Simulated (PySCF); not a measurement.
**From computed data to an observable: oscillator strength and radiative lifetime**

C₃H₉FOSi, SMILES CCOC[SiH2]F.

Coordinates come from a PBE0-D3(BJ)/def2-SVP optimisation. This is a generated structure with no PubChem entry under its InChIKey; it may be hypothetical. One conformer was computed; it need not be the lowest.

TDA-ωB97X/def2-SVPD run with PySCF puts the first singlet state with f over 0.02 at 7.49 eV (vertical), with the transition dipole (0.239, 0.480, -0.034) in atomic units.

**Question.** Find the oscillator strength, the wavelength and the radiative lifetime that this transition would have in vacuum if emission retraced absorption.

**Answer.** 
|μ|² = 0.2887 au, so |μ| = 1.37 D. ΔE = 7.49/27.211 = 0.2753 hartree. f = (2/3) ΔE |μ|² = 0.053 (the program prints 0.053).
λ = 1239.84/7.49 = 166 nm; ν = 60411 cm⁻¹.
Einstein's coefficient A = 0.6670 ν² f s⁻¹ (ν in cm⁻¹) = 1.3e8 s⁻¹, so τ = 1/A = 7.8 ns. This state is S2; the lower singlet has f = 0.004. The figure is the radiative limit of this one transition; relaxation, internal conversion, crossing to triplets and a medium change what is measured.
